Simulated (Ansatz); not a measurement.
System: molecular bromine, Br₂ (charge 0, singlet). SMILES: BrBr
Geometry from a B3LYP-D3(BJ)/def2-TZVP (Ansatz, a first-principles code) optimisation:
```
Br
Br 1 2.3157
```

Property: vertical electron affinity (to the doublet state of charge -1; a negative value means that the extra electron is unbound and the number depends on the basis; each state is the SCF solution reached for its spin), in eV. Correlated levels leave the core frozen unless marked. UHF or UKS for open shells. Spin-orbit coupling is left out. The frozen core is the preceding noble-gas configuration, with the filled d and f shells of earlier blocks. No relativistic terms. Anions need diffuse functions: aug- sets have them; def2-D sets add few. Basis-set limits of correlation are two-point, X^-3; Hartree-Fock from the larger set.

```json
[
 {"level": "SVWN5/def2-TZVPD", "program": "Ansatz", "vertical electron affinity (eV)": "?"},
 {"level": "PBE/def2-TZVPD", "program": "Ansatz", "vertical electron affinity (eV)": "1.59"},
 {"level": "r2SCAN/def2-TZVPD", "program": "Ansatz", "vertical electron affinity (eV)": "?"},
 {"level": "B3LYP/def2-TZVPD", "program": "Ansatz", "vertical electron affinity (eV)": "1.66"},
 {"level": "PBE0/def2-TZVPD", "program": "Ansatz", "vertical electron affinity (eV)": "1.65"},
 {"level": "BHLYP/def2-TZVPD", "program": "Ansatz", "vertical electron affinity (eV)": "?"},
 {"level": "CAM-B3LYP/def2-TZVPD", "program": "Ansatz", "vertical electron affinity (eV)": "?"},
 {"level": "wB97X-V/def2-TZVPD", "program": "Ansatz", "vertical electron affinity (eV)": "1.57"},
 {"level": "CCSD/aug-cc-pVTZ", "program": "Ansatz", "vertical electron affinity (eV)": "1.40"},
 {"level": "CCSD/def2-TZVPPD", "program": "Ansatz", "vertical electron affinity (eV)": "1.37"},
 {"level": "CCSD/aug-cc-pVQZ", "program": "Ansatz", "vertical electron affinity (eV)": "1.48"},
 {"level": "CCSD(T)/CBS(aug-cc-pVTZ,aug-cc-pVQZ)", "program": "Ansatz", "vertical electron affinity (eV)": "1.57"}
]
```

### Question
Fill in the missing entries.

### Answer

- SVWN5/def2-TZVPD, vertical electron affinity (eV): 1.75
- r2SCAN/def2-TZVPD, vertical electron affinity (eV): 1.70
- BHLYP/def2-TZVPD, vertical electron affinity (eV): 1.60
- CAM-B3LYP/def2-TZVPD, vertical electron affinity (eV): 1.69
